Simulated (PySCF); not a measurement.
## Which determinant of LiCa⁺ lies lowest?

Unrestricted PBE0; Li 3-21G, Ca 3-21G; no relativity (PySCF 2.14). Outer shells of the fragments: Li+ closed shells only; Ca 4s2.

Followed along the bond (rough minima from three points):

| 2Ms+1 | unpaired | ⟨S²⟩ at the start | R at minimum (Å) | Te (eV) |
| --- | --- | --- | --- | --- |
| 1 | none | 0.00 | 3.34 | 0.00 |
| 3 | σ ↑↑ | 2.00 | none in the scan | ≤ 1.24 |

Solutions found at the starting distance of 2.975 Å, counted from the lowest of them; the search is not exhaustive and high or unbound solutions are not listed, so other states can lie among these:

```
2Ms+1  unpaired   term  E (eV)  ⟨S²⟩  ⟨Lz²⟩  μ (D)
    1      none    ¹Σ⁺    0.00  0.00   0.00  -3.21
    3      σ ↑↑    ³Σ⁺    1.69  2.00   0.00  -6.01
    3  σ ↑, π ↑     ³Π    2.32  2.00   1.00  -2.52
    1  σ ↑, π ↓  mixed    2.77  1.00   1.00  -2.56
```

A term symbol is given only where ⟨S²⟩ and ⟨Lz²⟩ are close to those of a pure state; real π, δ and φ orbitals otherwise mix terms. A positive dipole points towards Ca; it is taken about the centre of mass and depends on that origin.

Counting both spins, an empty level lies below a filled one in some of these solutions, because spin and occupation are held. 3-21G is very small, so such numbers show the basis as much as the molecule.
